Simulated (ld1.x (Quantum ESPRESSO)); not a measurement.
## silicon: one change to an RRKJ potential, before and after

Si (Z = 14), norm-conserving RRKJ (Kleinman–Bylander form), made with ld1.x (Quantum ESPRESSO) 7.5 (PBE, scalar-relativistic). Core [Ne], reference 3s2 3p1 (charge +1). Waves: 3s (bound): rc 1.70 bohr; 3p (bound): rc 2.20 bohr. Local part: all-electron potential smoothed inside 2.10 bohr (lloc = -2). Core correction: Bessel-smoothed model core, default radius (core density twice the valence density). rho0 = 0.01.

All-electron outer shells of the reference configuration (PBE, scalar-relativistic, ld1.x):

```csv
shell,level (eV),outermost node (bohr),outermost maximum (bohr)
3s,-19.03,0.72,1.75
3p,-11.66,0.71,2.04
```

Change: local potential all-electron potential smoothed inside 1.48 bohr (lloc = -2).

Cutoffs: the cutoffs (Ry, on a coarse ladder) from which the occupation-weighted sum of valence levels, in a spherical-Bessel basis at the reference potential, stays within 10 and 1 mRy of its value at 400 Ry; they do not see the model core or the augmentation charge, which bear on the density cutoff. Errors are all-electron minus pseudo energies relative to the spin-unpolarised reference configuration.

Problem. What does the change do?

Solution. The potential gets softer (30 Ry and 50 Ry → 25 Ry and 50 Ry); of the 7 tests that both files solve, the error grows in 5 and shrinks in 0 by more than 15 % and 0.3 meV (median size 5.1 → 5.4 meV); neither file shows a bound ghost. That the errors move this way runs against the usual rule that smaller radii transfer better.

| quantity | base | changed |
| --- | --- | --- |
| cutoff, loose | 30 Ry | 25 Ry |
| cutoff, tight | 50 Ry | 50 Ry |
| bound ghosts | none | none |
| error for 3s2 3p2, meV [ΔE -7.74 eV] | +3.2 | +4.1 |
| error for 3s2 3p0, meV [ΔE 15.99 eV] | +10 | +12 |
| error for 3s1 3p0, meV [ΔE 49.96 eV] | +51 | +62 |
| error for 3s2 3p1.5, meV [ΔE -4.82 eV] | +1.3 | +1.6 |
| error for 3s2 3p2.3, meV [ΔE -8.67 eV] | +4.1 | +5.4 |
| error for 3s1 3p2, meV [ΔE 7.43 eV] | -5.1 | -4.9 |
| error for 3s0 3p4, meV [ΔE 6.04 eV] | -18 | -18 |
| s: phases at 2.41 bohr within 0.05 rad from the reference energy up to (Ry; the scan ends near 5) | 2.3 | 1.6 |
| p: phases at 2.41 bohr within 0.05 rad from the reference energy up to (Ry; the scan ends near 5) | 3.3 | 2.8 |
